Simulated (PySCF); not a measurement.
## Energy of Ir (iridium, neutral) between two integer charges

The 6s beta orbital of [Xe] 4f14 5d7 6s2 is emptied in steps (occupation f), with all orbitals relaxed, ending at [Xe] 4f14 5d7 6s1. Calculation: PySCF 2.14, in aug-cc-pVDZ-PP with ECP60MDF; a scalar-relativistic core potential. The exact energy is a straight line in f; departures are measured from the line between the end points of the same method.

```csv
f,BHandHLYP (eV),wB97X (eV)
1,0.000,0.000
0.9,-0.145,-0.059
0.7,-0.342,-0.144
0.5,-0.411,-0.177
0.3,-0.350,-0.149
0.1,-0.152,-0.052
0,0.000,0.000
```

```json
{"method": "BHandHLYP", "E(f=0) − E(f=1) (eV)": "8.633", "−ε at f=1 (eV)": "7.028", "−ε at f=0.5 (eV)": "8.610"}
{"method": "wB97X", "E(f=0) − E(f=1) (eV)": "9.226", "−ε at f=1 (eV)": "8.588", "−ε at f=0.5 (eV)": "9.203"}
```

Orbital energy along the path (eV):

| f | BHandHLYP | wB97X |
| --- | --- | --- |
| 1 | -7.028 | -8.588 |
| 0.9 | -7.336 | -8.689 |
| 0.7 | -7.964 | -8.922 |
| 0.5 | -8.610 | -9.203 |
| 0.3 | -9.277 | -9.536 |
| 0.1 | -9.973 | -9.863 |
| 0 | -10.332 | -9.377 |

As f goes to zero the orbital energy of a semilocal functional can turn back, because the density of that orbital vanishes from the exchange-correlation potential.

Reference removal energy between the ground levels: 8.967 eV (measured; NIST Atomic Spectra Database, ionization energies). The calculation has no spin-orbit coupling.
